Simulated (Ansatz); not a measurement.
Cost and result for the atomization energy of CH6ClSbSi, SMILES `C[SiH](Cl)[SbH2]` (10 atoms, 9 bonds).

```xyz
10

C    -1.018   -0.575   -0.731
Si    0.111    0.837   -0.286
Cl   -1.037    2.398    0.446
Sb    1.868    0.285    1.511
H    -1.753   -0.255   -1.473
H    -0.434   -1.400   -1.146
H    -1.547   -0.936    0.153
H     0.803    1.355   -1.496
H     2.315   -1.117    0.636
H     0.692   -0.593    2.387
```

The species carries charge 0 and has multiplicity 1. Correlated methods include outer-core shells of Sb, which these sets cover unevenly. Sb takes the def2 core potential. Geometry: relaxed with PBE0-D4/def2-TZVP. Program: Ansatz. All runs use 4 threads of an Arm Neoverse V1 on a shared host. Times are those of one run each, without the atoms' runs, and a repeat can differ threefold. Electronic energies, without spin–orbit coupling; frozen cores. CCSD(T)/CBS adds CCSD(T) − MP2 in def2-TZVPP to the MP2 limit, and its time is that of the two runs behind it. T1 = 0.012. With those shells the extrapolation isn't a true limit. B3LYP takes the VWN-RPA correlation (the form of Gaussian; ORCA's B3LYP/G). HSE06 is the plane-wave form, built on full-range PBE exchange.

CCSD(T)/CBS is a level of theory with its own doubt, some kJ/mol a heavy atom from the limit and from the frozen cores, so smaller differences don't rank the functionals.

```csv
level,functions,wall time,atomization (kcal/mol),difference from CCSD(T)/CBS,per bond
BLYP-D4/def2-TZVPP,249,2.7 s,733.3,-6.3,-0.7
BHLYP-D4/def2-TZVPP,249,4.2 s,724.8,-14.8,-1.6
PBE0-D4/def2-TZVPP,249,4.4 s,735.1,-4.5,-0.5
HSE06-D4/def2-TZVPP,249,4.6 s,735.1,-4.5,-0.5
CAM-B3LYP-D4/def2-TZVPP,249,5 s,738.5,-1.1,-0.1
r2SCAN-D4/def2-TZVPP (with forces),249,6.5 s,738.0,-1.6,-0.2
B3LYP-D4/def2-TZVPP (with forces),249,7 s,738.3,-1.3,-0.2
CCSD(T)/def2-SVP,106,7 s,680.7,-58.9,-6.6
PBE-QIDH/def2-TZVPP,249,7.5 s,728.8,-10.8,-1.2
ωB97M-V/def2-TZVPP (with forces),249,15 s,738.5,-1.1,-0.1
MP2/def2-QZVPP,459,25 s,728.6,-11.0,-1.2
CCSD(T)/def2-TZVPP,249,3.6 min,717.4,-22.2,-2.5
CCSD(T)/CBS(def2),–,4 min,739.6,0.0,0.0
```

From r2SCAN to r2SCAN0 (25 % exact exchange), in def2-TZVPP and without D4, the atomization energy moves by −7.7 kcal/mol: exact exchange takes away binding that semilocal exchange gives to molecules. Leaving LDA and LC-ωPBE aside and taking each functional with its dispersion term where it has one, the values, not all of them listed here, spread over 21.9 kcal/mol, from BHLYP-D4 to B97M-V. LDA lies +97.7 kcal/mol from PBE without D4, its usual overbinding. In def2-TZVPP, CCSD(T) changes the Hartree–Fock value by +179.3 kcal/mol (the triples alone add +10.1 kcal/mol) and MP2 by +177.3 kcal/mol; breaking electron pairs costs correlation energy, which Hartree–Fock lacks.
